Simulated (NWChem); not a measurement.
# CaO; SMILES [O]=[Ca]

All runs: NWChem. Geometry: optimised at PBE0/def2-SVP. Ions are spin-unrestricted doublets at the neutral geometry; other ion states weren't tried.

For level PBE0/def2-SVP:

```yaml
vertical ionisation energy, ΔSCF (eV): 6.69
"−ε(HOMO) (eV)": 4.47
```

**Question.** How do the values read with level PBE/def2-SVP instead?

**Answer.** The vertical ionisation energy, ΔSCF (eV) is 7.21. The −ε(HOMO) (eV) is 3.42.
